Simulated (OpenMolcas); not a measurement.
An atom or ion with 76 electrons was computed by SS-CASPT2, IPEA 0.25 Eh, imaginary shift 0.1 Eh with spin-orbit coupling (OpenMolcas, ANO-RCC-VTZP, DKH2). The lowest levels that the run gave, each within 12 % of the measured value where one is at hand:

```csv
J,Parity,E (cm-1),g
4,even,0.0,1.239
2,even,6910,1.098
3,even,12480,1.084
2,even,18870,1.102
0,even,19000,
1,even,22760,1.501
4,even,26620,1.012
2,even,31320,0.967
0,even,56540,
```

Task: Which ion is it, and what are the configurations and terms?

Result: Au³⁺ (Z = 79, charge +3; active space 8 electrons in 10 orbitals (5d 6d)). J, parity and g give the terms where levels are pure, and mixed ones are named by the computed weights; the size of the splittings, set against known spectra of the 76-electron sequence, gives the charge. In order, with the measured energies in cm-1 (Zainab et al., Astrophys. J. Suppl. Ser. 267, 12 (2023)): 5d8 3F4, 5d8 1D2 [49 %], 5d8 3F3 (12294), 5d8 3P2 [51 %], 5d8 3P0 (18185), 5d8 3P1 (21490), 5d8 1G4 (25702), 5d8 1D2 [49 %], 5d8 1S0 (55278).

CASPT2 does not keep the components of a term degenerate, so their means are used; among the terms shown or strongly mixed into the levels shown the widest spread is 580 cm-1 (5d8 1G). Active for correlation alone: 6d; no level in the range computed is led by a configuration that fills it, so any true level of that kind is missing. Measured partners are found by configuration, term and J. A level has none where our copy of the source lacks it or the pairing is in doubt (some pairs that miss far off the trend of their configuration count as doubtful), and it then counts in no deviation. Levels of configurations outside the active space are missing.

A share in square brackets marks a mixed level and gives the weight of the term that names it.
